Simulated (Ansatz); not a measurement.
One geometry of (H2B-mu-NH2)2 (B2N2H8), several levels of theory.

```yaml
crystal:
  periodic: [false, false, false]
  atoms:
    - {symbol: B, position_ang: [-0.171234, 1.082338, -0.201241]}
    - {symbol: H, position_ang: [-0.229752, 1.544246, -1.335415]}
    - {symbol: H, position_ang: [-0.315850, 1.904165, 0.696952]}
    - {symbol: N, position_ang: [1.145902, 0.183979, 0.014469]}
    - {symbol: B, position_ang: [0.171138, -1.081944, 0.203427]}
    - {symbol: H, position_ang: [0.316547, -1.909168, -0.689708]}
    - {symbol: H, position_ang: [0.228526, -1.537045, 1.340377]}
    - {symbol: N, position_ang: [-1.145780, -0.184497, -0.017346]}
    - {symbol: H, position_ang: [1.708273, 0.426565, 0.836141]}
    - {symbol: H, position_ang: [1.774153, 0.132273, -0.793570]}
    - {symbol: H, position_ang: [-1.777859, -0.133947, 0.787747]}
    - {symbol: H, position_ang: [-1.704075, -0.426976, -0.841853]}
basis:
  gaussian: {orbitals: 6-31G}
hamiltonian: {xc: hf}
scf: {omitted_lower_state_checks: [starts]}
output: {orbitals: {seedname: orbitals}}
```

The file start.molden holds the orbitals of an earlier run on this structure, at another level or in another basis.

```sh
$ ansatz run in.yaml --threads 4 --pin off --events-out ev --progress --plain --max-ram 3916MiB
```

Shortened log:

```
Functional definition: HF
  name "HF"
  cite "Fock, Z. Phys. 61, 126 (1930) doi:10.1007/BF01340294"
  parent pbe
  exchange = exact_x
  correlation = 0
these checks for a lower state are left out or cut short: starts
772 factors; integrals over basis functions are off by at most 1.9e-4 eV
mean field evaluation 1: about -4431.4562 eV, gradient 2.8e1 eV
mean field evaluation 2: about -4431.4506 eV, gradient 2.8e1 eV
mean field evaluation 4: about -4433.5916 eV, gradient 3.2e0 eV
mean field evaluation 8: about -4433.6192 eV, gradient 1.8e-2 eV
mean field -4433.61924164 eV, -162.9325019150 hartree, gradient 4.7e-5 eV, S^2 0.000000; 0 other end points of the search recorded, 0 dependent functions left out
reference -4433.61924164 eV, -162.9325019150 hartree; 16, 16 occupied and 36, 36 virtual orbitals, 772 factors
Total energy: -4433.61924164 eV, -162.9325019150 hartree
Checks for a lower state left out: starts
```

Run time 0.2 s (4 threads of Arm Neoverse V1 on a shared host).

The first input with `gaussian: {orbitals: def2-TZVP, initial_orbitals: start.molden}`, `hamiltonian: {xc: {name: BHLYP}, dispersion: d4}` (abridged; 1.4 s):

```
Functional definition: BHLYP
mean field -4464.50123166 eV, -164.0673941159 hartree, gradient 1.5e-5 eV, S^2 0.000000
Total energy: -4464.71631833 eV, -164.0752984054 hartree
Checks for a lower state left out: starts
```

First input, but with `gaussian: {orbitals: def2-TZVP, initial_orbitals: start.molden}`, `hamiltonian: {xc: r2scan, dispersion: d4}` (abridged; 2.4 s):

```
Functional definition: r2SCAN
mean field -4464.29722021 eV, -164.0598968333 hartree, gradient 2.2e-5 eV, S^2 0.000000
Total energy: -4464.34490675 eV, -164.0616492813 hartree
Checks for a lower state left out: starts
```

The first input with `gaussian: {orbitals: def2-TZVP, initial_orbitals: start.molden}`, `hamiltonian: {xc: lda}`, `output: {forces: true, orbitals: {seedname: orbitals}}` (abridged; 1.1 s):

```
Functional definition: SPW92
mean field -4425.73184372 eV, -162.6426453881 hartree, gradient 5.3e-6 eV, S^2 0.000000
Total energy: -4425.73188805 eV, -162.6426470168 hartree
Atom 0 force     0.051282    -0.324044     0.060246 eV/Å
Atom 1 force     0.014440    -0.111675     0.252140 eV/Å
Atom 2 force     0.033452    -0.190967    -0.196510 eV/Å
Atom 3 force    -0.391093    -0.062854    -0.004957 eV/Å
Atom 4 force    -0.051244     0.323929    -0.060866 eV/Å
Atom 5 force    -0.033638     0.192306     0.195296 eV/Å
Atom 6 force    -0.014169     0.110009    -0.252796 eV/Å
Atom 7 force     0.391026     0.062989     0.005874 eV/Å
Atom 8 force    -0.110479    -0.032467    -0.080306 eV/Å
Atom 9 force    -0.116537    -0.003840     0.077935 eV/Å
Atom 10 force     0.117212     0.004096    -0.077145 eV/Å
Atom 11 force     0.109749     0.032519     0.081090 eV/Å
Dipole moment:     0.000122    -0.000514    -0.002845 e Å
Checks for a lower state left out: starts
```

The first input with `gaussian: {orbitals: def2-TZVP, initial_orbitals: start.molden}`, `hamiltonian: {xc: pbe}`, `correlation: {method: rpa}` and without the key `output` (abridged; 2.6 s):

```
Functional definition: PBE
mean field -4460.73936986 eV, -163.9291482447 hartree, gradient 2.5e-6 eV, S^2 0.000000
4 core orbitals not correlated: weight in the atoms' cores, before any rotation towards them, 1.000 or more for the frozen orbitals, at most 0.000 for the correlated occupied ones
Total energy: -4466.26620433 eV, -164.1322556653 hartree
Checks for a lower state left out: starts
```

First input, but with `gaussian: {orbitals: def2-TZVP, initial_orbitals: start.molden}`, `hamiltonian: {xc: {name: B3LYP}, dispersion: d4}` (abridged; 1.6 s):

```
Functional definition: B3LYP
mean field -4467.54680411 eV, -164.1793168390 hartree, gradient 1.1e-5 eV, S^2 0.000000
Total energy: -4467.86335375 eV, -164.1909498238 hartree
Checks for a lower state left out: starts
```

As the first input, with `gaussian: {orbitals: def2-TZVP, initial_orbitals: start.molden}`, `hamiltonian: {xc: {name: revPBE}, dispersion: d4}` (abridged; 1.3 s):

```
Functional definition: revPBE
mean field -4465.59041783 eV, -164.1074209695 hartree, gradient 1.4e-5 eV, S^2 0.000000
Total energy: -4466.30316231 eV, -164.1336138460 hartree
Checks for a lower state left out: starts
```

Geometry: PBE-D4/def2-SVP.

B3LYP takes the VWN-RPA correlation. Correlated methods freeze 4 core orbitals.
